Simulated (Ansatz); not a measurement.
`NBOCF` + `C#C` → `C#CBN` + `OCF`  (formal exchange of groups at a B–O bond)

Gas-phase electronic energies from Ansatz, PBE0-D4/def2-TZVP geometries. CCSD(T)/CBS adds triple-zeta CCSD(T) − MP2 to the extrapolated MP2 energy (def2 sets, frozen cores). This one scheme is used for every species. Functionals use def2-TZVPP. B3LYP here is the variant with VWN-RPA as its local correlation; programs differ in this. Each species was taken in one conformer, which may not be the lowest.

CCSD(T)/CBS gives +0.64 eV.

Problem. Another level gave +0.57 eV. Which?
A. PBE/def2-TZVPP
B. HF/def2-TZVPP
C. B3LYP-D4/def2-TZVPP
D. PBE0-D4/def2-TZVPP

Solution. D. PBE0-D4 0.57, HF/def2-TZVPP 0.73, B3LYP-D4 0.62, PBE 0.52 eV.

Largest T1 diagnostic among the species: 0.014.

In def2-TZVPP, CCSD(T) changes the Hartree–Fock value by −0.08 eV (the triples alone add −0.02 eV) and MP2 by −0.10 eV. From PBE to PBE0 (25 % exact exchange), in def2-TZVPP and without D4, ΔE moves by +0.05 eV.
